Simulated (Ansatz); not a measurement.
Gas-phase electronic energies from Ansatz, PBE0-D4/def2-TZVP geometries. CCSD(T)/CBS adds triple-zeta CCSD(T) − MP2 to the extrapolated MP2 energy (def2 sets, frozen cores). This one scheme is used for every species. DFT in def2-TZVPP. HSE06 is defined as in plane-wave codes. Each species was taken in one conformer, which may not be the lowest.

Consider the formal exchange of groups at the Al–O bond: `C[O][Al]([F])[F]` + `C=CC` → `C=C[CH2][Al]([F])[F]` + CH₃OH.

| level | ΔE (kJ/mol) |
| --- | --- |
| r2SCANh-D4 | 118.9 |
| HSE06-D4 | 113.1 |
| ωB97M-V | 120.7 |
| revPBE | 115.4 |
| r2SCAN | 118.7 |
| r2SCANh | 119.5 |
| BHLYP | 140.5 |
| HF/def2-TZVPP | 153.7 |

(1) What does CCSD(T)/CBS give? (Best estimate.)

Largest T1 diagnostic among the species: 0.012.

## Answers

(1) Ansatz gave: +126.6 kJ/mol. The listed levels differ from it by -7.7, -13.5, -5.9, -11.2, -7.9, -7.1, 13.9, 27.1 kJ/mol.

The D4 term adds −3.9 kJ/mol with B3LYP and −2.1 kJ/mol with PBE0; it sums over pairs of atoms, weighted by their polarisabilities, and B3LYP, whose exchange is more repulsive, gets the larger term. From BLYP to BHLYP (50 % exact exchange), in def2-TZVPP and without D4, ΔE moves by +5.6 kJ/mol. At CCSD(T), def2-SVP lies +7.5 kJ/mol from the extrapolated value and def2-TZVPP +1.6 kJ/mol.

B3LYP here is the variant with VWN-RPA as its local correlation; programs differ in this.
